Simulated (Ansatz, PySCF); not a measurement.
Compounds of C with 4 ligands, in which Cl is traded for H. Quantity: C-H bond dissociation enthalpy, 298 K, in kcal/mol. Structures are relaxed separately at B3LYP-D3(BJ)/def2-TZVP in Ansatz (a first-principles code). Cores are frozen in the correlated levels unless marked. Open shells are spin-unrestricted. Spin-orbit coupling is left out. No relativistic terms. CBS marks a two-point X^-3 extrapolation of the correlation energy; Hartree-Fock from the larger set. The bracket is a focal-point correction in the basis named. Rows marked 298 K are enthalpies with B3LYP-D3(BJ) harmonic zero-point and thermal terms from PySCF. The first level has limits of its own.

| n(H) | species (SMILES) | RI-MP2/CBS(cc-pV(T+d)Z,cc-pV(Q+d)Z)+[CCSD(T)-MP2]/cc-pV(T+d)Z (Ansatz) | PBE/def2-TZVPD (Ansatz) | PBE0-D4/def2-TZVPD (Ansatz + dftd4) |
|---|---|---|---|---|
| 1 | ClC(Cl)Cl, to Cl[C](Cl)Cl + H atom | 94.4 | 86.4 | 87.7 |
| 2 | ClCCl, to Cl[CH]Cl + H atom | ? | ? | ? |
| 3 | CCl (CH3Cl), to [CH2]Cl + H atom | 100.0 | 94.5 | 95.0 |
| 4 | C (CH4), to [CH3] (CH3) + H atom | 105.2 | 102.2 | 101.6 |

Q: Fit a straight line through the known rows at each level by least squares, predict the withheld row (n(H) = 2), and compare with the run.

A: 
- The known rows have mean n(H) = 2.667 and Σ(n(H) - mean)² = 4.667.
- RI-MP2/CBS(cc-pV(T+d)Z,cc-pV(Q+d)Z)+[CCSD(T)-MP2]/cc-pV(T+d)Z: mean 99.87, Σ(n(H) - mean)(y - mean) = 16.27, slope 3.49 kcal/mol a step; the line gives 99.87 + (3.49)×(2 - 2.667) = 97.5; the run gives 96.9, -0.6 from the line, whose largest residual on the known rows is 1.0.
- PBE/def2-TZVPD: mean 94.37, Σ(n(H) - mean)(y - mean) = 23.77, slope 5.09 kcal/mol a step; the line gives 94.37 + (5.09)×(2 - 2.667) = 91.0; the run gives 89.7, -1.3 from the line, whose largest residual on the known rows is 1.6.
- PBE0-D4/def2-TZVPD: mean 94.77, Σ(n(H) - mean)(y - mean) = 20.97, slope 4.49 kcal/mol a step; the line gives 94.77 + (4.49)×(2 - 2.667) = 91.8; the run gives 90.9, -0.9 from the line, whose largest residual on the known rows is 1.3.
- PBE minus the first level along the series: -8.0, -7.2, -5.5, -3.0 kcal/mol.
